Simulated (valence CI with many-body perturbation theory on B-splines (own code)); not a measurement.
E1 line list for Dy LIX

Level of theory: configuration interaction combined with many-body perturbation theory (CI+MBPT): six valence electrons over a frozen Dirac-Fock core [He], a basis of 9 s, 9 p, 8 d, 6 f, 3 g, 1 h functions for each j, with the one-electron correlation potential Σ1 (screened to all orders), the two-electron term Σ2, the three-electron term Σ3, Breit, model QED; selected single and double excitations, second order for the rest, scaled by the run's own slope (own B-spline code, finite nucleus).

No measured spectrum was set against this ion. As an estimate, large intervals hold to a few tenths of a per cent, small ones and those within an open d or f shell to about a per cent. Among the levels kept, up to 2100 cm⁻¹ of a level comes from second order outside the variational space, and about a tenth of that is noise between levels of different J, which matters for small intervals.

Lines 101 to 150 of 200 in falling wavelength, among levels below 8104.7 eV, chosen from the strongest by gf and those to the six lowest levels. Wavelengths and rates use the calculated energies. Electric multipoles are in the length gauge with retardation, E1 and E2 with the static RPA response of the core. Weak lines are less certain than strong ones. Lines between different terms over intervals too small for the method are left out, as are lines whose strength nearly cancels. The highest levels of a list are the least certain.

Levels are named by their leading jj configuration (3d3/2^4 stands for four electrons in 3d with j = 3/2), which in mixed levels can hold well under half, so a name can repeat and another be missing. Letters in brackets count levels of one name in rising energy.

| λ vac (nm) | Upper | Lower | A (s⁻¹) | S (a.u.) |
| --- | --- | --- | --- | --- |
| 0.2154 | (2s^2 2p1/2^2 2p3/2 3p1/2) J=2 | (2s 2p1/2^2 2p3/2^3) J=2 | 8.02e+09 | 1.98e-07 |
| 0.2094 | (2s^2 2p1/2^2 2p3/2 3p3/2) J=1 | (2s 2p1/2^2 2p3/2^3) J=1 | 1.75e+10 | 2.38e-07 |
| 0.2085 | (2s^2 2p1/2^2 2p3/2 3p3/2) J=2 | (2s 2p1/2^2 2p3/2^3) J=1 | 5.22e+09 | 1.17e-07 |
| 0.2077 | (2s^2 2p1/2^2 2p3/2 3p3/2) J=0 | (2s 2p1/2^2 2p3/2^3) J=1 | 4.86e+11 | 2.15e-06 |
| 0.2074 | (2s^2 2p1/2^2 2p3/2 3s) J=2 | (2s^2 2p1/2 2p3/2^3) J=2 | 1.14e+10 | 2.50e-07 |
| 0.2071 | (2s^2 2p1/2^2 2p3/2 3s) J=1 | (2s^2 2p1/2 2p3/2^3) J=2 | 6.26e+09 | 8.24e-08 |
| 0.2069 | (2s^2 2p1/2^2 2p3/2 3p3/2) J=3 | (2s 2p1/2^2 2p3/2^3) J=2 | 5.46e+10 | 1.67e-06 |
| 0.2069 | (2s^2 2p1/2^2 2p3/2 3p3/2) J=1 | (2s 2p1/2^2 2p3/2^3) J=2 | 1.04e+11 | 1.36e-06 |
| 0.2067 | (2s^2 2p1/2^2 2p3/2 3s) J=2 | (2s^2 2p1/2 2p3/2^3) J=1 | 2.28e+09 | 4.97e-08 |
| 0.2065 | (2s^2 2p1/2^2 2p3/2 3s) J=1 | (2s^2 2p1/2 2p3/2^3) J=1 | 2.08e+10 | 2.72e-07 |
| 0.2061 | (2s^2 2p1/2^2 2p3/2 3p3/2) J=2 | (2s 2p1/2^2 2p3/2^3) J=2 | 7.34e+10 | 1.58e-06 |
| 0.1930 | (2s^2 2p1/2^2 2p3/2 3d3/2) J=2 | (2s^2 2p1/2 2p3/2^3) J=2 | 4.56e+10 | 8.09e-07 |
| 0.1928 | (2s^2 2p1/2^2 2p3/2 3d3/2) J=3 | (2s^2 2p1/2 2p3/2^3) J=2 | 1.10e+10 | 2.72e-07 |
| 0.1927 | (2s^2 2p1/2^2 2p3/2 3d3/2) J=1 | (2s^2 2p1/2 2p3/2^3) J=2 | 9.82e+10 | 1.04e-06 |
| 0.1925 | (2s^2 2p1/2^2 2p3/2 3d3/2) J=2 | (2s^2 2p1/2 2p3/2^3) J=1 | 1.63e+11 | 2.87e-06 |
| 0.1922 | (2s^2 2p1/2^2 2p3/2 3d3/2) J=1 | (2s^2 2p1/2 2p3/2^3) J=1 | 3.48e+09 | 3.66e-08 |
| 0.1921 | (2s^2 2p1/2^2 2p3/2 3d3/2) J=0 | (2s^2 2p1/2 2p3/2^3) J=1 | 8.04e+10 | 2.81e-07 |
| 0.1909 | (2s^2 2p1/2 2p3/2^2 3p1/2) J=1 [a] | (2s 2p1/2^2 2p3/2^3) J=1 | 6.98e+10 | 7.19e-07 |
| 0.1909 | (2s^2 2p1/2^2 2p3/2 3d5/2) J=2 | (2s^2 2p1/2 2p3/2^3) J=2 | 3.39e+09 | 5.82e-08 |
| 0.1907 | (2s^2 2p1/2 2p3/2^2 3p1/2) J=2 [a] | (2s 2p1/2^2 2p3/2^3) J=1 | 2.23e+09 | 3.81e-08 |
| 0.1905 | (2s^2 2p1/2^2 2p3/2 3d5/2) J=3 | (2s^2 2p1/2 2p3/2^3) J=2 | 6.62e+09 | 1.58e-07 |
| 0.1903 | (2s^2 2p1/2^2 2p3/2 3d5/2) J=2 | (2s^2 2p1/2 2p3/2^3) J=1 | 4.43e+09 | 7.54e-08 |
| 0.1902 | (2s^2 2p1/2^2 2p3/2 3d5/2) J=1 | (2s^2 2p1/2 2p3/2^3) J=2 | 1.05e+10 | 1.07e-07 |
| 0.1896 | (2s^2 2p1/2^2 2p3/2 3d5/2) J=1 | (2s^2 2p1/2 2p3/2^3) J=1 | 3.42e+10 | 3.45e-07 |
| 0.1893 | (2s^2 2p1/2 2p3/2^2 3p1/2) J=2 [b] | (2s 2p1/2^2 2p3/2^3) J=1 | 4.22e+11 | 7.06e-06 |
| 0.1890 | (2s^2 2p1/2 2p3/2^2 3p1/2) J=1 [b] | (2s 2p1/2^2 2p3/2^3) J=1 | 4.80e+10 | 4.80e-07 |
| 0.1889 | (2s^2 2p1/2 2p3/2^2 3p1/2) J=1 [a] | (2s 2p1/2^2 2p3/2^3) J=2 | 1.29e+10 | 1.29e-07 |
| 0.1886 | (2s^2 2p1/2 2p3/2^2 3p1/2) J=2 [a] | (2s 2p1/2^2 2p3/2^3) J=2 | 2.02e+10 | 3.35e-07 |
| 0.1882 | (2s^2 2p1/2 2p3/2^2 3p1/2) J=3 | (2s 2p1/2^2 2p3/2^3) J=2 | 6.16e+10 | 1.42e-06 |
| 0.1878 | (2s^2 2p1/2 2p3/2^2 3p1/2) J=0 | (2s 2p1/2^2 2p3/2^3) J=1 | 7.45e+11 | 2.44e-06 |
| 0.1872 | (2s^2 2p1/2 2p3/2^2 3p1/2) J=2 [b] | (2s 2p1/2^2 2p3/2^3) J=2 | 7.03e+11 | 1.14e-05 |
| 0.1870 | (2s^2 2p1/2 2p3/2^2 3p1/2) J=1 [b] | (2s 2p1/2^2 2p3/2^3) J=2 | 2.52e+10 | 2.44e-07 |
| 0.1848 | (2s 2p1/2^2 2p3/2^2 3s) J=2 [a] | (2s 2p1/2^2 2p3/2^3) J=1 | 9.19e+12 | 1.43e-04 |
| 0.1841 | (2s^2 2p1/2 2p3/2^2 3p3/2) J=0 | (2s 2p1/2^2 2p3/2^3) J=1 | 2.01e+09 | 6.21e-09 |
| 0.1840 | (2s^2 2p1/2 2p3/2^2 3p3/2) J=2 [a] | (2s 2p1/2^2 2p3/2^3) J=1 | 3.37e+12 | 5.19e-05 |
| 0.1838 | (2s^2 2p1/2 2p3/2^2 3p3/2) J=1 [a] | (2s 2p1/2^2 2p3/2^3) J=1 | 4.64e+12 | 4.26e-05 |
| 0.1836 | (2s 2p1/2^2 2p3/2^2 3s) J=3 | (2s 2p1/2^2 2p3/2^3) J=2 | 1.89e+13 | 4.04e-04 |
| 0.1832 | (2s^2 2p1/2 2p3/2^2 3p3/2) J=1 [b] | (2s 2p1/2^2 2p3/2^3) J=1 | 4.17e+13 | 3.80e-04 |
| 0.1830 | (2s 2p1/2^2 2p3/2^2 3s) J=1 [a] | (2s 2p1/2^2 2p3/2^3) J=1 | 3.49e+12 | 3.17e-05 |
| 0.1829 | (2s 2p1/2^2 2p3/2^2 3s) J=2 [a] | (2s 2p1/2^2 2p3/2^3) J=2 | 9.98e+13 | 1.51e-03 |
| 0.1828 | (2s^2 2p1/2^2 2p3/2 3s) J=1 | (2s^2 2p1/2^2 2p3/2^2) J=0 | 4.41e+13 | 3.99e-04 |
| 0.1827 | (2s 2p1/2^2 2p3/2^2 3s) J=2 [b] | (2s 2p1/2^2 2p3/2^3) J=1 | 1.28e+13 | 1.93e-04 |
| 0.1826 | (2s^2 2p1/2 2p3/2^2 3s) J=2 [a] | (2s^2 2p1/2 2p3/2^3) J=2 | 5.97e+12 | 8.97e-05 |
| 0.1823 | (2s^2 2p1/2 2p3/2^2 3s) J=1 [a] | (2s^2 2p1/2 2p3/2^3) J=2 | 2.23e+13 | 2.00e-04 |
| 0.1823 | (2s^2 2p1/2 2p3/2^2 3p3/2) J=2 [b] | (2s 2p1/2^2 2p3/2^3) J=1 | 6.78e+12 | 1.01e-04 |
| 0.1822 | (2s 2p1/2^2 2p3/2^2 3s) J=1 [b] | (2s 2p1/2^2 2p3/2^3) J=1 | 7.14e+13 | 6.40e-04 |
| 0.1821 | (2s^2 2p1/2 2p3/2^2 3p3/2) J=3 [a] | (2s 2p1/2^2 2p3/2^3) J=2 | 1.30e+12 | 2.72e-05 |
| 0.1821 | (2s^2 2p1/2 2p3/2^2 3s) J=2 [a] | (2s^2 2p1/2 2p3/2^3) J=1 | 1.74e+13 | 2.59e-04 |
| 0.1821 | (2s^2 2p1/2 2p3/2^2 3p3/2) J=2 [a] | (2s 2p1/2^2 2p3/2^3) J=2 | 1.69e+13 | 2.52e-04 |
| 0.1820 | (2s 2p1/2^2 2p3/2^2 3s) J=0 | (2s 2p1/2^2 2p3/2^3) J=1 | 6.41e+13 | 1.91e-04 |
